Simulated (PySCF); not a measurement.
# Polarisability and C₆ of Al (aluminium, neutral)

[Ne] 3s2 3p1, 2P determinant. Computed with PySCF 2.14 in aug-cc-pV(Q+d)Z (7s6p5d3f2g, 89 functions), with the non-relativistic Hamiltonian (point nucleus). Coupled (time-dependent) response in atomic units; α is the mean over directions.

```
method  mean α (bohr³)         α xx, yy, zz  C₆ (like pair)  S(−4)
   UHF           61.29  52.00, 79.86, 52.00           554.4   1961
   PBE           65.70  53.48, 90.15, 53.48           583.0   2801
  PBE0           62.43  51.92, 83.46, 51.92           554.0   2289
  BLYP           68.21  54.59, 95.44, 54.59           602.2   3284
revPBE           65.47  53.65, 89.11, 53.65           583.6   2721
```

S(−4) is the Cauchy moment in α(ω) = α(0) + S(−4) ω² + …

Reference α: 57.8 ± 1 bohr³ (recommended; Schwerdtfeger and Nagle, table of static dipole polarizabilities (2023 update)). Published C₆: 528.0 (Chu and Dalgarno (2004); Tang, Norbeck and Certain (1976)).

α(iu) at revPBE:

| u (hartree) | α(iu) (bohr³) |
| --- | --- |
| 0 | 65.47 |
| 0.0500 | 59.60 |
| 0.100 | 48.34 |
| 0.200 | 29.85 |
| 0.300 | 19.05 |
| 0.500 | 9.161 |
| 0.750 | 4.701 |
| 1.00 | 2.875 |
| 1.50 | 1.449 |
| 2.00 | 0.9087 |
| 3.00 | 0.4878 |
| 5.00 | 0.2288 |

A single London oscillator, α(iu) = α/(1 + u²/ω²), gives C₆ = (3/4) ω α². Matching the computed C₆ needs ω = 4 × 583.6 / (3 × 65.47²) = 0.182 hartree.

The components differ because the open shell of this determinant is not spherical; for a pure term their mean is the scalar polarisability.
